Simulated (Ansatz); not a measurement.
```yaml
crystal:
  periodic: [false, false, false]
  atoms:
    - {symbol: C, position_ang: [0.041879, -2.416155, -0.724770]}
    - {symbol: C, position_ang: [0.018220, -1.113063, -0.334153]}
    - {symbol: Hf, position_ang: [-0.021012, 1.193077, 0.357752]}
    - {symbol: Cl, position_ang: [1.702271, 1.486786, 2.282630]}
    - {symbol: Cl, position_ang: [0.621233, 2.661047, -1.690129]}
    - {symbol: Cl, position_ang: [-2.425328, 1.749663, 1.176769]}
    - {symbol: H, position_ang: [0.062737, -3.561343, -1.068100]}
basis:
  gaussian: {orbitals: def2-TZVP, fitting: {mean_field: def2-universal-jkfit}, nuclear_model: gaussian}
hamiltonian: {xc: {name: SVWN5}, pseudopotentials: {relativity: scalar}}
accuracy: high
output: {forces: true}
```

```sh
$ ansatz run in.yaml --threads 4 --pin off --events-out ev --progress --plain --max-ram 10444MiB
```

It prints (some lines left out):

```
Functional definition: SVWN5
779 factors; integrals over basis functions are off by at most 3.5e-1 eV
mean field evaluation 1: about -40919.2547 eV, gradient 5.7e1 eV
mean field evaluation 2: about -40628.9049 eV, gradient 3.1e2 eV
mean field evaluation 4: about -40924.7000 eV, gradient 3.8e1 eV
mean field evaluation 8: about -40928.9789 eV, gradient 5.3e-1 eV
mean field evaluation 16: about -40928.9809 eV, gradient 2.2e-4 eV
mean field -40928.98093272 eV, -1504.1123066179 hartree, gradient 1.8e-8 eV, S^2 0.000000; 0 other end points of the search recorded, 0 dependent functions left out
reference -40928.98093653 eV, -1504.1123067578 hartree; 38, 38 occupied and 181, 181 virtual orbitals, 779 factors
Total energy: -40928.98093653 eV, -1504.1123067578 hartree
Relativity: scalar
Atom 0 at     0.041879    -2.416155    -0.724770 Å, force    -0.099067     5.485346     1.644195 eV/Å
Atom 1 at     0.018220    -1.113063    -0.334153 Å, force     0.100442    -5.345065    -1.601487 eV/Å
Atom 2 at    -0.021012     1.193077     0.357752 Å, force     0.006506    -0.321345    -0.095557 eV/Å
Atom 3 at     1.702271     1.486786     2.282630 Å, force    -2.071729    -0.340997    -2.310309 eV/Å
Atom 4 at     0.621233     2.661047    -1.690129 Å, force    -0.772260    -1.752648     2.465234 eV/Å
Atom 5 at    -2.425328     1.749663     1.176769 Å, force     2.889855    -0.657240    -0.981043 eV/Å
Atom 6 at     0.062737    -3.561343    -1.068100 Å, force    -0.053748     2.931949     0.878967 eV/Å
Dipole moment:     0.007580    -0.427058    -0.128138 e Å
```

Run time 3.1 s (4 threads of an Arm Neoverse V2 on a shared host); peak host memory 0.36 GiB.
